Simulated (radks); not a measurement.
Effect of the nuclear size on neutral lutetium, [Xe] 4f14 5d1 6s2. All-electron calculation, Dirac Kohn-Sham, PBE, spin-unpolarised, spherical densities, finite nucleus; open shells fill j = l - 1/2 first; Fermi nuclear charge, rms radius 5.37 fm. Program: a radial shooting solver on a logarithmic mesh with Libxc functionals. The rms radius is varied about that value; shifts are against it.

rms radius (fm)  total energy shift (eV)  density at nucleus (e/bohr^3)  1s1/2 shift (meV)  2s1/2 shift (meV)  5s1/2 shift (meV)  5p1/2 shift (meV)  6s1/2 shift (meV)  5d3/2 shift (meV)  6p1/2 (empty) shift (meV)
4.7202                             -10.1                      1.158e+06              -4130               -566              -4.49              0.372             -0.238              0.266                      0.116
4.8437                             -8.27                      1.148e+06              -3370               -462              -3.67              0.303             -0.195              0.217                      0.094
5.37                                   0                      1.111e+06              0.000              0.000              0.000              0.000              0.000              0.000                      0.000
5.6922                              5.35                      1.091e+06               2180                299               2.37             -0.196              0.126             -0.140                     -0.061
6.1862                              14.0                      1.063e+06               5690                780               6.19             -0.511              0.328             -0.366                     -0.159

Slopes of the eigenvalues against <r^2> in GHz/fm^2, as finite differences over the two radii next to the reference (eigenvalue slopes, not the field-shift constants of lines): 1s1/2 150000, 2s1/2 20600, 5s1/2 164, 5p1/2 -13.5, 6s1/2 8.67, 5d3/2 -9.66, 6p1/2 (empty) -4.21.
